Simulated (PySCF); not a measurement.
Compound: C2H7AlBrN.
Cartesian coordinates in Å at the PBE0-D3(BJ)/def2-SVP level; atoms count from 1:
```
atom  x, y, z in Å
C1    -1.0727   -0.9709    0.0118
N2     0.0329   -0.0433    0.0007
C3    -0.3790    1.3356   -0.0951
Al4    1.7092   -0.6137    0.1035
Br5    3.3287    0.9590    0.0988
H6    -1.6842   -0.8933   -0.9083
H7    -1.7507   -0.7926    0.8691
H8    -0.7146   -2.0107    0.0839
H9    -0.9585    1.5243   -1.0199
H10   -1.0215    1.6300    0.7574
H11    0.4935    2.0057   -0.1035
H12    2.0559   -2.1471    0.1938
```

Theory: PBE0-D3(BJ)/def2-SVP geometry optimisation, gas phase (PySCF).

(1) Which atoms are bound to Al4, and at what distances?

(2) List the angles at Al4.

(3) What is the shape at Al4?

(4) What are the other bond lengths?

(5) Give some angles away from the centre.

(6) What are the rotational constants (commonest isotopes, rigid rotor)?

## Answers

(1) 3 atoms: H12 1.575 Å, N2 1.774 Å, Br5 2.257 Å. The nearest atom not counted as bound is H8, at 2.80 Å (others tie with it).

(2) 
| angle | degrees | distance of the outer atoms (Å) |
| --- | --- | --- |
| N2–Al4–H12 | 121.6 | 2.92 |
| Br5–Al4–H12 | 121.4 | 3.36 |
| N2–Al4–Br5 | 117.0 | 3.45 |

(3) Planar: angles 121.6°, 121.4° and 117.0°, sum 360.0°, 0.00 Å off the plane of its three neighbours.

(4) C1–N2, N2–C3 1.443 Å; C1–H6 and 5 like bonds 1.105 Å.

(5) C1–N2–C3 113.3°, C1–N2–Al4 121.1°, C3–N2–Al4 125.5°.

(6) A = 6382, B = 1079, C = 934.0 MHz: a near-prolate asymmetric top.

Point group: Cs (tolerance 0.08 Å). Charge 0, singlet. Not checked by PBE0-D3(BJ)/def2-SVP frequencies.

Hardware: an Arm Neoverse V2 with one thread, shared host with 96 logical CPUs at a one-minute load of 48. Cost: 3.1 min wall, 0.53 GiB resident at most. That covers the optimisation of the geometry.
